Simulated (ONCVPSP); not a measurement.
## Transferability test, ONCV potential for Ru

ONCVPSP 4.0.1 input, shortened (lines: element, Z, core and valence counts, functional; n l f; lmax; l rc ep ncon nbas qcut; lloc lpopt rc5 dvloc0; l nproj debl; icmod fcfact rcfact), PBE, scalar-relativistic:

```
  Ru 44.00    6    4        4      upf
    1    0    2.00
    2    0    2.00
    2    1    6.00
    3    0    2.00
    3    1    6.00
    3    2   10.00
    4    0    2.00
    4    1    6.00
    4    2    7.00
    5    0    0.50
    2
    0    1.35    0.00    4    7    8.30
    1    1.75    0.00    5    8    8.40
    2    2.15    0.00    5   10    7.10
    4    5    1.10    3.00
    0    2    2.10
    1    3    3.10
    2    2    2.10
    0    0.00    0.00
```

Energies are relative to the spin-unpolarised reference configuration 4s2 4p6 4d7 5s0.5; without spin polarisation the order of configurations can differ from experiment.

```json
{"valence configuration": "4s2 4p6 4d7 5s1", "charge": "0", "ΔE all-electron (eV)": "-2.863", "error AE − PS (meV)": "+0.7"}
{"valence configuration": "4s2 4p6 4d7 5s0", "charge": "+1", "ΔE all-electron (eV)": "4.429", "error AE − PS (meV)": "-0.6"}
{"valence configuration": "4s2 4p6 4d6 5s0", "charge": "+2", "ΔE all-electron (eV)": "22.616", "error AE − PS (meV)": "+0.3"}
{"valence configuration": "4s2 4p6 4d6 5s2", "charge": "0", "ΔE all-electron (eV)": "-1.163", "error AE − PS (meV)": "+8.4"}
```
